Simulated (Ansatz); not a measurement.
Abridged output of a molecular run in Ansatz:

```
Functional definition: HF
1044 factors; integrals over basis functions are off by at most 1.2e-3 eV
mean field evaluation 1: about -51551.2525 eV, gradient 2.5e1 eV
mean field evaluation 2: about -51551.3378 eV, gradient 2.5e1 eV
mean field evaluation 4: about -51553.2778 eV, gradient 2.3e0 eV
mean field evaluation 8: about -51553.2982 eV, gradient 4.3e-4 eV
mean field -51553.29824256 eV, -1894.5487663334 hartree, gradient 6.7e-6 eV, S^2 0.000000; 0 other end points of the search recorded, 0 dependent functions left out
12 core orbitals not correlated: weight in the atoms' cores, before any rotation towards them, 1.000 or more for the frozen orbitals, at most 0.000 for the correlated occupied ones
reference -51553.29824256 eV, -1894.5487663334 hartree; 15, 15 occupied and 76, 76 virtual orbitals, 1044 factors
second order -19.25076119 eV of doubles, -0.00000000 eV of singles
cycle   1  -19.35462281 eV  change   -1.0e-1 eV  update   1.0e-1
cycle   2  -19.95741809 eV  change   -6.0e-1 eV  update   3.9e-2
cycle   3  -20.06119256 eV  change   -1.0e-1 eV  update   1.6e-2
cycle   4  -20.05650540 eV  change    4.7e-3 eV  update   3.5e-3
cycle   5  -20.05764579 eV  change   -1.1e-3 eV  update   1.2e-3
cycle   6  -20.05855182 eV  change   -9.1e-4 eV  update   4.2e-4
cycle   7  -20.05878158 eV  change   -2.3e-4 eV  update   1.3e-4
cycle   8  -20.05876600 eV  change    1.6e-5 eV  update   3.5e-5
perturbative correction -0.62224473 eV, -0.0228670719 hartree
Total energy: -51573.97925328 eV, -1895.3087794595 hartree
```

Its atoms:

Z-matrix (Å, degrees):
```
C
C 1 1.489
H 1 1.096 2 110.9
H 1 1.094 2 111.1 3 118.3
H 1 1.092 2 111.5 3 -120.6
C 2 1.326 1 125.1 3 119.1
H 2 1.088 1 116.2 3 -60.3
H 6 1.086 2 121.4 1 0.8
H 6 1.084 2 121.6 1 -179.6
Zn 3 3.480 1 102.8 2 -57.6
```

Task: Which basis set was used?
A. def2-SVPD
B. def2-TZVPPD
C. def2-TZVPP
D. def2-SVP

Result: D. It gives 103 functions.

Task: Write the keys of the input that set method, charge and spin (a neutral closed shell needs none for the last two).

Result: 
```yaml
correlation: {method: ccsd_t, frozen_orbitals: {C: 1, H: 0, Zn: 9}}
```
